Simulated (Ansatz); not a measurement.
Relaxation of H₈OW (10 atoms, charge 0, multiplicity 1), to a largest force component of 0.03 eV/Å in at most 50 steps.

Method: Ansatz 0.2.0, RKS r2SCANh-D4/def2-SVP.

```xyz
10
Properties=species:S:1:pos:R:3
W 0.220 0.417 -0.257
H 0.085 0.835 2.630
H 0.828 -0.918 0.506
H -1.221 1.120 0.320
H -0.864 -0.620 0.501
H 0.112 -1.071 -1.019
H 0.227 0.450 -1.957
O 1.825 1.240 0.375
H 2.551 0.849 0.873
H 0.643 1.074 2.247
```

Task: Where does it end, and by what steps?

Result: The run converged. The force dipped under the threshold on the way, but the program's further checks kept it going. After 17 steps the energy has fallen by 0.133 eV; H10 moved furthest, 0.82 Å.

| step | energy less start (eV) | largest force component (eV/Å) | accepted |
| --- | --- | --- | --- |
| 0 | 0.0000 | 1.348 | yes |
| 1 | -0.0959 | 0.217 | yes |
| 2 | -0.1077 | 0.575 | yes |
| 3 | -0.1226 | 0.148 | yes |
| 4 | -0.1256 | 0.097 | yes |
| 5 | -0.1243 | 0.198 | no |
| 6 | -0.1262 | 0.098 | yes |
| 7 | -0.1293 | 0.106 | yes |
| 8 | -0.1304 | 0.025 | yes |
| 9 | -0.1125 | 0.944 | no |
| 10 | -0.1309 | 0.059 | yes |
| 11 | -0.1312 | 0.133 | yes |
| 12 | -0.1317 | 0.084 | yes |
| 13 | -0.1320 | 0.090 | yes |
| 14 | -0.1327 | 0.080 | yes |
| 15 | -0.1330 | 0.062 | yes |
| 16 | -0.1330 | 0.046 | yes |
| 17 | -0.1331 | 0.029 | yes |

```xyz
10
Properties=species:S:1:pos:R:3
W 0.270 0.418 -0.418
H -0.015 0.591 2.809
H 0.856 -0.839 0.482
H -1.077 1.275 0.177
H -0.804 -0.474 0.518
H 0.053 -1.147 -0.989
H 0.220 0.231 -2.108
O 1.880 1.233 0.076
H 2.598 0.921 0.637
H 0.423 1.168 3.033
```

Whether the end is a true minimum wasn't checked by a vibrational analysis.

Run time: 27 s on 2 threads of Intel(R) Xeon(R) 6975P-C (Granite Rapids), on a shared host, peak memory 0.21 GiB.
